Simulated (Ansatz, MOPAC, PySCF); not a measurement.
Torsion H4–S1–Sn2–Cl3 in ClHSSn (SMILES [SH][Sn][Cl]); at each angle all else is relaxed with GFN2-xTB, and the levels are single points there.
Geometry at 0° (charge 0, multiplicity 1):
```xyz
4

S     -1.39994     0.37303     0.42830
Sn     0.85408     1.10696    -0.22269
Cl     1.29024    -0.52626    -1.89190
H     -1.49765    -0.64960    -0.40481
```

On the grid 0° to 330°, 270° is the highest and 0° the lowest point at CCSD(T)/CBS(def2-TZVPP, def2-QZVPP).

Frozen-core correlation. Filled d and f shells under p-block atoms count as core. CBS: X⁻³ extrapolation of the correlation energy, Hartree–Fock from the larger set. Rows in 3-21G, LANL2DZ, STO-3G carry no dispersion term and start afresh at each structure; the Pople sets are all-electron and without relativity. LANL2DZ brings its own core potentials from Na on. The state that AM1, PM3, PM6, PM7 reach isn't checked; PM7 holds dispersion and hydrogen-bond terms.

The values were computed with Ansatz (Gaussian orbitals); MOPAC for AM1, PM3, PM6, PM7 (differences of heats of formation); PySCF for 3-21G rows, LANL2DZ rows, STO-3G rows, the dispersion terms. Each number belongs to the level named beside it. In def2 rows elements past Kr take small-core potentials, without spin–orbit coupling.

Other levels give for the energy at 270° less that at 0°: PBE/def2-TZVPP 33.7; B3LYP/def2-TZVPP 32.9; B3LYP-D3(BJ)/def2-TZVPP 33.6; wB97M-V/def2-TZVPP 32.3; CCSD(T)/CBS(def2-TZVPP, def2-QZVPP) 30.5 kJ/mol.

Common cheap choices:

| level | energy at 270° less that at 0° (kJ/mol) |
|---|---|
| AM1 | 25.7 |
| PM3 | 29.9 |
| PM6 | 20.0 |
| PM7 | 15.7 |
| HF/STO-3G | 34.5 |
| HF/3-21G | 30.9 |
| B3LYP/3-21G | 34.9 |
| B3LYP/LANL2DZ | 35.4 |

Ansatz is a quantum-chemistry and plane-wave program.
